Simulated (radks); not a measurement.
Results of a calculation; reference values are marked as such.
Q: All-electron atom: Re5+ in [Xe] 4f14 5d2 (the NIST ground configuration). Code: a radial shooting solver on a logarithmic mesh with Libxc functionals. Model: scalar-relativistic Kohn-Sham, PBEsol, spin-polarised, spherical densities, finite nucleus; open shells are filled with parallel spins first (spin-orbit coupling, left out, can overturn this in heavy ions); Fermi nuclear charge, rms radius 5.3698 fm. Some entries of the table are withheld. Estimate them.

orbital  occ.  eigenvalue (eV)  <r^2> (bohr^2)
1s down     1        -71671.67       0.0004483
1s up       1        -71671.67       0.0004483
2s up       1        -12478.58        0.006880
2s down     1        -12478.44        0.006880
2p up       3        -10902.05        0.005709
2p down     3        -10901.94        0.005709
3s up       1        -2935.704         0.04460
3s down     1        -2935.654         0.04460
3p up       3        -2470.624         0.04542
3p down     3        -2470.569         0.04542
3d up       5        -1942.347         0.03765
3d down     5        -1942.250         0.03765
4s up       1        -660.5404          0.2193
4s down     1        -660.4115          0.2193
4p up       3        -507.9087          0.2498
4p down     3        -507.7856          0.2498
4d up       5        -316.2024          0.2896
4d down     5        -316.0537          0.2894
5s up       1        -145.6830             (1)
5s down     1        -144.4461             (2)
5p up       3              (3)             (4)
5p down     3              (5)             (6)
4f up       7        -103.2862          0.4133
4f down     7        -103.0014          0.4090
5d up       2         -60.4800           2.649
5d down     0         -58.4954           2.652

A: 
(1) 5s up <r^2> (bohr^2): 1.177
(2) 5s down <r^2> (bohr^2): 1.167
(3) 5p up eigenvalue (eV): -106.5674
(4) 5p up <r^2> (bohr^2): 1.547
(5) 5p down eigenvalue (eV): -104.9685
(6) 5p down <r^2> (bohr^2): 1.533
